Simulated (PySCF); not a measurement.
## Dipole response of Mg⁺ (magnesium, charge +1)

[Ne] 3s1, 2S determinant. All numbers are calculated (PySCF 2.14, the spin-free X2C one-electron Hamiltonian (Gaussian nucleus), in aug-cc-pVDZ-DK (5s4p2d, 27 functions)). Coupled (time-dependent) response in atomic units; α is the mean over directions. A double-zeta set is small for polarisabilities.

| method | mean α (bohr³) | C₆ (like pair) | S(−4) |
| --- | --- | --- | --- |
| UHF | 38.71 | 178.5 | 1547 |
| PBE | 34.23 | 148.2 | 1218 |
| PBE0 | 35.59 | 157.1 | 1315 |
| B3LYP | 31.92 | 133.7 | 1057 |
| r2SCAN0 | 34.56 | 152.8 | 1201 |

S(−4) is the Cauchy moment in α(ω) = α(0) + S(−4) ω² + …

α(iu) at PBE0:

```
u (hartree)  α(iu) (bohr³)
          0          35.59
     0.0500          32.58
      0.100          26.00
      0.200          14.42
      0.300          8.318
      0.500          3.595
      0.750          1.757
       1.00          1.056
       1.50         0.5229
       2.00         0.3204
       3.00         0.1595
       5.00        0.06354
```

For an ion, C₆ is the dispersion term alone; charge-induced terms of lower order in 1/R come first.
